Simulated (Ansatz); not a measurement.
Species: [Nb(Cl)5] (charge 0, multiplicity 1), formula Cl5Nb.

### Question
How many basis functions does frozen-core CCSD(T)/def2-TZVPP // BP86-D3(BJ)/def2-SVP run with Ansatz (a first-principles code) use, how many core orbitals are frozen, and how many electrons are correlated?

### Answer
266 basis functions and 25 frozen orbitals, which leaves 48 correlated electrons. Core time is of the order of minutes.
